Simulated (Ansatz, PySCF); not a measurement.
SnHCl2Br, SMILES [Cl][SnH]([Cl])[Br].

The structure is a stationary point at PBE0-D3(BJ)/def2-SVP. The structure was generated by enumeration; whether it is a known compound was not checked. The def2 effective core potentials stand for the cores of Sn; spin–orbit coupling is left out.

Vertical ionisation energy (IE) and electron affinity (EA) in eV. Rows of orbital energies are one-electron estimates. Where ΔSCF, EOM or ADC give a negative EA the extra electron is unbound and the value depends on the basis.

| level | IE | EA |
|---|---|---|
| −ε(HOMO), −ε(LUMO), r2SCAN/def2-TZVP (PySCF) | 8.02 | 3.32 |
| −ε(HOMO), −ε(LUMO), PBE/def2-TZVP (PySCF) | 7.65 | 3.48 |
| ΔSCF, PBE0/def2-SVPD (Ansatz), final states of multiplicity 2 and 2 | [?] | [?] |
| ΔSCF, PBE/def2-SVPD (Ansatz), final states of multiplicity 2 and 2 | 10.49 | 1.18 |

Task: Some entries are withheld; supply them. (An estimate is asked for; the answer gives what the named calculation found.)

Result: 
- ΔSCF, PBE0/def2-SVPD (Ansatz, an electronic-structure program), final states of multiplicity 2 and 2, IE: 11.05
- ΔSCF, PBE0/def2-SVPD (Ansatz), final states of multiplicity 2 and 2, EA: 1.09

Task: What vertical singlet–triplet gap does ΔSCF give with PBE0/def2-SVPD (Ansatz) and with PBE/def2-SVPD (Ansatz)? (Estimate from the structure and the level; the computed values follow.)

Result: 4.79 and 4.23 eV (triplet above singlet where positive).
